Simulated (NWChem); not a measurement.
System: C3H4O2; SMILES O=C1COC1

The following NWChem deck was run.

```
start job
memory heap 200 mb stack 900 mb global 1100 mb
geometry units angstroms noautosym nocenter noautoz
  O      0.000000     0.000000     1.866112
  C      0.000000     0.000000     0.663226
  C      0.000000     1.053520    -0.454240
  O      0.000000     0.000000    -1.438995
  C      0.000000    -1.053520    -0.454240
  H      0.906462     1.702195    -0.492184
  H     -0.906462     1.702195    -0.492184
  H      0.906462    -1.702195    -0.492184
  H     -0.906462    -1.702195    -0.492184
end
basis spherical
  * library 6-31g*
end
dft
  xc xpbe96 cpbe96
  iterations 150
end
cosmo
  do_cosmo_smd true
  solvent octanol
end
task dft energy
```

Output (shortened):

```
             Northwest Computational Chemistry Package (NWChem) 7.3.0
             --------------------------------------------------------

                             Geometry "geometry" -> ""
                             -------------------------

 Output coordinates in angstroms (scale by  1.889725989 to convert to a.u.)

  No.       Tag          Charge          X              Y              Z
 ---- ---------------- ---------- -------------- -------------- --------------
    1 O                    8.0000     0.00000000     0.00000000     1.86611200
    2 C                    6.0000     0.00000000     0.00000000     0.66322600
    3 C                    6.0000     0.00000000     1.05352000    -0.45424000
    4 O                    8.0000     0.00000000     0.00000000    -1.43899500
    5 C                    6.0000     0.00000000    -1.05352000    -0.45424000
    6 H                    1.0000     0.90646200     1.70219500    -0.49218400
    7 H                    1.0000    -0.90646200     1.70219500    -0.49218400
    8 H                    1.0000     0.90646200    -1.70219500    -0.49218400
    9 H                    1.0000    -0.90646200    -1.70219500    -0.49218400

 Effective nuclear repulsion energy (a.u.)     168.4819140023

  pbe96 is a nonlocal functional; adding pw91lda local functional.

                                 NWChem DFT Module
                                 -----------------

 Summary of "ao basis" -> "ao basis" (spherical)
 ------------------------------------------------------------------------------
       Tag                 Description            Shells   Functions and Types
 ---------------- ------------------------------  ------  ---------------------
 O                           6-31g*                  6       14   3s2p1d
 C                           6-31g*                  6       14   3s2p1d
 H                           6-31g*                  2        2   2s

 in cosmo_initialize ...
 calling solv_data for solv:octanol

 solvent parameters
 solvname_short: octanol
 solvname_long:  1-octanol
 dielec:        9.8629
 dielecinf:     2.0435
 nonaqueous SMD model solvent descriptors
 dielec:        9.8629
 sola:          0.3700
 solb:          0.4800
 solc:          0.0000
 solg:         39.0100
 solh:          0.0000
 soln:          1.4295

          ---------------
          -cosmo- solvent
          ---------------
 Cosmo: York-Karplus, doi: 10.1021/jp992097l
 dielectric constant -eps-     =   9.86
 screen = (eps-1)/(eps    )    =   0.89861
 surface charge correction     = lagrangian

   van der Waals surface
 --------------------------

 ---------- ATOMIC COORDINATES (A.U.) ------------ VDWR(ANG.) --
     1    0.00000000    0.00000000    3.52644034     1.628
     2    0.00000000    0.00000000    1.25331541     1.850
     3    0.00000000    1.99086412   -0.85838913     1.850
     4    0.00000000    0.00000000   -2.71930625     1.628
     5    0.00000000   -1.99086412   -0.85838913     1.850
     6    1.71296480    3.21668213   -0.93009290     1.200
     7   -1.71296480    3.21668213   -0.93009290     1.200
     8    1.71296480   -3.21668213   -0.93009290     1.200
     9   -1.71296480   -3.21668213   -0.93009290     1.200
 number of segments per atom =        128
 number of   points per atom =        128
 atom (   nspa,  nppa )
 ----------------------
    1 (     80,     0 )       0
    2 (     48,     0 )       0
    3 (     54,     0 )       0
    4 (     56,     0 )       0
    5 (     54,     0 )       0
    6 (     57,     0 )       0
    7 (     57,     0 )       0
    8 (     57,     0 )       0
    9 (     57,     0 )       0
 number of -cosmo- surface points =      520
 molecular surface =     97.399 angstrom**2
 molecular volume  =     71.878 angstrom**3
 -lineq- algorithm             =   0
 -bem- low  level              =   3
 -bem- from -octahedral-
 gaussian surface charge width =   4.50000
 degree of switching           =   1.00000
 switching function tolerance  =   0.00010
 atomic radii =
 --------------
    1  8.000  1.628
    2  6.000  1.850
    3  6.000  1.850
    4  8.000  1.628
    5  6.000  1.850
    6  1.000  1.200
    7  1.000  1.200
    8  1.000  1.200
    9  1.000  1.200
 ...... end of -cosmo- initialization ......

[...]

                                COSMO-SMD solvation results
                                ---------------------------

             internal energy in gas <Psi(g)|H|Psi(g)> =      -266.806983485322
         internal energy in solvent <Psi(s)|H|Psi(s)> =      -266.805294150571
                               delta internal energy  =         0.001689334751 (    1.06 kcal/mol)
   total free energy in solvent <Psi(s)|H+V/2|Psi(s)> =      -266.817230794664
 polarization energy contribution <Psi(s)|V/2|Psi(s)> =        -0.011936644093 (   -7.49 kcal/mol)
    total free energy in solvent including G(SMD-CDS) =      -266.813579185395
                       G(SMD-CDS) energy contribution =         0.003651609269 (    2.29 kcal/mol)
     1 M fixed-concentration free energy of solvation =        -0.006595700073 (   -4.14 kcal/mol)

                       DFT Final Molecular Orbital Analysis
                       ------------------------------------

 Vector   17  Occ=2.000000D+00  E=-3.025383D-01
              MO Center= -1.0D-09,  9.1D-10, -9.1D-01, r^2= 2.0D+00
   Bfn.  Coefficient  Atom+Function         Bfn.  Coefficient  Atom+Function
  ----- ------------  ---------------      ----- ------------  ---------------
    47      0.510365  4 O  pz                51      0.364353  4 O  pz
    19      0.227816  2 C  pz                 5     -0.208605  1 O  pz
    33     -0.205261  3 C  pz                61     -0.205261  5 C  pz
    48     -0.190615  4 O  s                 20     -0.181811  2 C  s
     9     -0.143978  1 O  pz                44     -0.126249  4 O  s

 Vector   18  Occ=2.000000D+00  E=-2.183653D-01
              MO Center= -3.0D-10, -4.9D-09,  9.6D-01, r^2= 2.3D+00
   Bfn.  Coefficient  Atom+Function         Bfn.  Coefficient  Atom+Function
  ----- ------------  ---------------      ----- ------------  ---------------
     4      0.520947  1 O  py                 8      0.373300  1 O  py
    34     -0.266624  3 C  s                 62      0.266624  5 C  s
    33     -0.196382  3 C  pz                61      0.196382  5 C  pz
    32      0.193714  3 C  py                60      0.193714  5 C  py
    18     -0.171411  2 C  py                36      0.163611  3 C  py

 Vector   19  Occ=2.000000D+00  E=-2.181008D-01
              MO Center= -1.5D-09,  3.2D-09, -1.1D+00, r^2= 1.9D+00
   Bfn.  Coefficient  Atom+Function         Bfn.  Coefficient  Atom+Function
  ----- ------------  ---------------      ----- ------------  ---------------
    45      0.581776  4 O  px                49      0.438401  4 O  px
    72     -0.164732  6 H  s                 74      0.164731  7 H  s
    76     -0.164731  8 H  s                 78      0.164732  9 H  s
    31     -0.132971  3 C  px                59     -0.132971  5 C  px
    71     -0.122260  6 H  s                 73      0.122260  7 H  s

 Vector   20  Occ=0.000000D+00  E=-6.931898D-02
              MO Center=  2.0D-09, -1.2D-10,  7.7D-01, r^2= 2.2D+00
   Bfn.  Coefficient  Atom+Function         Bfn.  Coefficient  Atom+Function
  ----- ------------  ---------------      ----- ------------  ---------------
    17      0.540457  2 C  px                21      0.437439  2 C  px
     3     -0.410704  1 O  px                 7     -0.391052  1 O  px
    72     -0.259927  6 H  s                 74      0.259927  7 H  s
    76     -0.259927  8 H  s                 78      0.259927  9 H  s
    35      0.130510  3 C  px                63      0.130510  5 C  px

 Vector   21  Occ=0.000000D+00  E= 3.579086D-02
              MO Center= -1.5D-09,  7.5D-09, -5.5D-01, r^2= 2.8D+00
   Bfn.  Coefficient  Atom+Function         Bfn.  Coefficient  Atom+Function
  ----- ------------  ---------------      ----- ------------  ---------------
    48     -0.887854  4 O  s                 20      0.834015  2 C  s
    37     -0.709209  3 C  pz                65     -0.709209  5 C  pz
    23     -0.431064  2 C  pz                51     -0.367110  4 O  pz
    33     -0.323343  3 C  pz                61     -0.323343  5 C  pz
    47     -0.244188  4 O  pz                44     -0.187338  4 O  s

 Vector   22  Occ=0.000000D+00  E= 8.826552D-02
              MO Center= -4.1D-09,  5.8D-08, -4.4D-01, r^2= 5.8D+00
   Bfn.  Coefficient  Atom+Function         Bfn.  Coefficient  Atom+Function
  ----- ------------  ---------------      ----- ------------  ---------------
    34      1.038037  3 C  s                 62      1.038037  5 C  s
    72     -0.946007  6 H  s                 74     -0.946007  7 H  s
    76     -0.946007  8 H  s                 78     -0.946007  9 H  s
    36      0.667089  3 C  py                64     -0.667089  5 C  py
    23     -0.540530  2 C  pz                 6      0.433812  1 O  s

     Multipole analysis of the density
     ---------------------------------

     L   x y z        total         alpha         beta         nuclear
     -   - - -        -----         -----         ----         -------
     0   0 0 0     -0.000000    -19.000000    -19.000000     38.000000

     1   1 0 0     -0.000000     -0.000000     -0.000000      0.000000
     1   0 1 0      0.000000      0.000000      0.000000      0.000000
     1   0 0 1     -0.406661     -0.181292     -0.181292     -0.044076

     2   2 0 0    -19.738666    -15.737830    -15.737830     11.736994
     2   1 1 0      0.000000      0.000000      0.000000      0.000000
     2   1 0 1      0.000000      0.000000      0.000000      0.000000
     2   0 2 0    -17.392638    -53.171647    -53.171647     88.950655
     2   0 1 1     -0.000000     -0.000000     -0.000000      0.000000
     2   0 0 2    -28.753851   -104.562093   -104.562093    180.370335
```

Level: PBE/6-31G* (spherical d), SMD on the gas-phase geometry. Structure relaxed at the PBE-D3(BJ)/def2-SVP level. Solvent: 1-octanol.
